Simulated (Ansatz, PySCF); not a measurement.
Gas-phase reaction in SMILES: CCO + C (CH4) -> CC (C2H6) + CO (CH4O)
Each molecule is optimised on its own at B3LYP-D3(BJ)/def2-TZVP (Ansatz, a first-principles code), one conformer each, not searched for the lowest.

Wanted: bond separation energy (enthalpy at 298 K, with B3LYP-D3(BJ) rigid-rotor harmonic-oscillator terms from PySCF), in eV. Cores are frozen in the correlated levels unless marked. Spin-orbit coupling is left out. Non-relativistic. CBS marks a two-point X^-3 extrapolation of the correlation energy; Hartree-Fock from the larger set. [CCSD(T)-MP2]/basis is that difference in the basis named.

```
level           program  bond separation energy (eV)
--------------  -------  ---------------------------
HF/aug-cc-pVTZ   Ansatz                         0.21
HF/def2-TZVPD     PySCF                         0.20
```

What does RI-MP2/CBS(cc-pVTZ,cc-pVQZ)+[CCSD(T)-MP2]/cc-pVTZ (Ansatz) give?

0.25 eV
